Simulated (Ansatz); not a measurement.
Species: fluoro(trihydroxy)silane, sum formula H₃SiO₃F, charge 0, multiplicity 1. SMILES: [Si](O)(F)(O)O
Geometry from a B3LYP-D3(BJ)/def2-TZVP (Ansatz, an electronic-structure program) optimisation:
```xyz
8

Si     0.0007    -0.0003    -0.0170
F     -0.0678     0.0278     1.5817
O     -0.7923     1.2887    -0.6039
O      1.5552     0.0491    -0.4816
O     -0.6928    -1.3665    -0.5530
H     -0.5010     2.1695    -0.3569
H      2.1518    -0.6459    -0.1938
H     -1.6127    -1.5392    -0.3394
```

Computed values are from Ansatz. Valence correlation only, unless marked. Open shells are spin-unrestricted. Spin-orbit coupling is left out. Non-relativistic. Basis-set limits of correlation are two-point, X^-3; Hartree-Fock from the larger set (for Q and 5 zeta extrapolated as (X+1)exp(-9√X)).

Q: What is the atomisation energy De at CCSD(T)/CBS(cc-pV(Q+d)Z,cc-pV(5+d)Z)?

A: 824.2 kcal/mol.

Q: What is the total energy at CCSD(T)/CBS(cc-pV(Q+d)Z,cc-pV(5+d)Z)?

A: -616.4401 Eh.

Q: What is the vertical triplet-singlet gap at CCSD(T)/CBS(aug-cc-pV(T+d)Z,aug-cc-pV(Q+d)Z)?

A: 8.43 eV.

Q: What is the T1 diagnostic at CCSD/cc-pV(5+d)Z?

A: 0.011.

Q: What is the dipole moment at CCSD(T)/aug-cc-pV(D+d)Z?

A: 0.45 D.
